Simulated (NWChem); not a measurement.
# C$_{3}$H$_{7}$N; SMILES C=CCN

```xyz
11

C      0.0311     1.8481    -0.2441
C      0.2782     0.6886     0.3664
C     -0.5341    -0.5650     0.1868
N      0.3422    -1.6887    -0.1742
H     -0.8027     1.9638    -0.9344
H      0.6448     2.7289    -0.0744
H      1.1276     0.5936     1.0426
H     -1.0101    -0.8254     1.1433
H     -1.3522    -0.3701    -0.5300
H      0.7271    -1.5317    -1.1045
H     -0.2008    -2.5488    -0.2263
```
Atoms are numbered in this order, from 1.

Structure relaxed at the B3LYP/6-31G* (spherical d) level.

Q: Give the principal values of the shielding tensors (ppm) of C1, C2, C3, N4 from PBE0/pcSseg-1, GIAO (NWChem), with their diamagnetic and paramagnetic parts as GIAO splits them.

A: 
```json
[
 {"atom": "C1", "σ11": "-51.3", "σ22": "81.3", "σ33": "158.0", "isotropic": "62.7", "diamagnetic": "256.2", "paramagnetic": "-193.5"},
 {"atom": "C2", "σ11": "-88.5", "σ22": "41.7", "σ33": "149.3", "isotropic": "34.1", "diamagnetic": "255.0", "paramagnetic": "-220.8"},
 {"atom": "C3", "σ11": "115.9", "σ22": "133.7", "σ33": "149.2", "isotropic": "132.9", "diamagnetic": "245.7", "paramagnetic": "-112.8"},
 {"atom": "N4", "σ11": "188.4", "σ22": "238.0", "σ33": "258.4", "isotropic": "228.3", "diamagnetic": "315.5", "paramagnetic": "-87.2"}
]
```
